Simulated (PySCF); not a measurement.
C2Cl2O2Pt, SMILES [O+]#[C-]->[Pt]([Cl])([Cl])<-[C-]#[O+], multiplicity 1. Atoms are numbered in the order given.

```xyz
7

Pt     0.0000     0.0000     0.0000
Cl     0.0000     2.3306     0.0000
Cl     0.0000    -2.3306     0.0000
O      0.0000     0.0000    -3.0631
C      0.0000     0.0000    -1.9367
O      0.0000     0.0000     3.0631
C      0.0000     0.0000     1.9367
```
Charge 0, spin multiplicity 1.

Geometry: PBE0-D3(BJ)/def2-SVP. The spin state was assumed, not searched. The isomer is the one that the SMILES or the coordinates give; other isomers of the formula were not compared. The def2 effective core potentials stand for the cores of Pt; spin–orbit coupling is left out.

Computed with ωB97X/def2-TZVP in PySCF.

Symmetry labels are those of the subgroup D2h that the program uses (full group D2h).

Q: List the valence orbital energies around the gap with their symmetry. (Estimate from the structure and the level; the computed values follow.)

A: 
```tsv
orbital	symmetry	energy (eV)
HOMO−7	B1g	-13.40
HOMO−6	B2g	-12.93
HOMO−5	B2u	-11.81
HOMO−4	Ag	-11.56
HOMO−3	B3u	-11.46
HOMO−2	B1u	-11.26
HOMO−1	B3g	-10.52
HOMO	B1g	-10.05
LUMO	B3u	-1.24
LUMO+1	Ag	-0.46
LUMO+2	B2u	-0.35
LUMO+3	B2g	1.29
```
